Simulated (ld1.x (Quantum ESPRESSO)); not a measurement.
**Tl (Z = 81): ultrasoft pseudisation with LDA (PZ), scalar-relativistic reference atom.**

Input for ld1.x (Quantum ESPRESSO) 7.5:

```
&input
   title='Tl', zed=81., rel=1, dft='PZ', iswitch=3,
   config='[Xe] 4f14 5d10 6s2 6p0.5 6d-2',
   nld=3, rlderiv=3.65, eminld=-3.0, emaxld=5.0, deld=0.02
 /
 &inputp
   pseudotype=3, tm=.true., lloc=-1, rcloc=1.80,
   nlcc=.false.,
   file_pseudopw='Tl.UPF', file_wfcaegen='ae.wfc', file_wfcncgen='nc.wfc', file_beta='beta', file_chi='chi', file_wfcusgen='us.wfc'
 /
6
6S  1  0   2.00   0.00  1.55  1.80  0.0
6S  1  0   0.00  -0.15  1.55  1.80  0.0
6P  2  1   0.50   0.00  2.65  3.35  0.0
6P  2  1   0.00   3.85  2.65  3.35  0.0
6D  3  2  -2.00  -0.20  2.70  3.35  0.0
6D  3  2  -2.00   1.15  2.70  3.35  0.0
 &test
   configts(1)='6s2 6p0.5'
 /
```

Command:

```bash
ld1.x < Tl.in > Tl.out
```

The program printed (shortened: banner, matrices, multipoles, cross overlaps and the repeated all-electron block are left out):

```
[... start of the log left out ...]

      Wfc   6S  rcut= 1.538  Using Troullier-Martins method
      Wfc-us  6S rcutus= 1.787  Estimated cut-off energy=    37.68 Ry

      Wfc   6S  rcut= 1.538  Using Troullier-Martins method
      Wfc-us  6S rcutus= 1.787  Estimated cut-off energy=    13.83 Ry

      Wfc   6P  rcut= 2.666  Using Troullier-Martins method
      Wfc-us  6P rcutus= 3.339  Estimated cut-off energy=     6.94 Ry

      Wfc   6P  rcut= 2.666  Using Troullier-Martins method
      Wfc-us  6P rcutus= 3.339  Estimated cut-off energy=     8.32 Ry

      Wfc   6D  rcut= 2.733  Using Troullier-Martins method
      Wfc-us  6D rcutus= 3.339  Estimated cut-off energy=     9.09 Ry

      Wfc   6D  rcut= 2.733  Using Troullier-Martins method
      Wfc-us  6D rcutus= 3.339  Estimated cut-off energy=    10.90 Ry

       Warning: n=1, l=0 expected 0 nodes, found 1
       Setting wfc to zero for this iteration
       (This warning will only be printed once per wavefunction)

       Zero norm: self consistency problem; state:  1 (l=  0, j=0.0)

     ------------------- End of pseudopotential generation -------------------

     Computing logarithmic derivative in   3.66680
       Zero norm: self consistency problem; state:  1 (l=  0, j=0.0)

 %%%%%%%%%%%%%%%%%%%%%%%%%%%%%%%%%%%%%%%%%%%%%%%%%%%%%%%%%%%%%%%%%%%%%%%%%%%%%%
     Error in routine chargeps (1):
     negative rho
 %%%%%%%%%%%%%%%%%%%%%%%%%%%%%%%%%%%%%%%%%%%%%%%%%%%%%%%%%%%%%%%%%%%%%%%%%%%%%%

     stopping ...
```

The run stopped because the pseudo-density turned negative during the self-consistent test, most likely because a state had been found with a wrong node count and its wave set to zero before.

The run took about 0.55 s on one core of a shared server CPU.
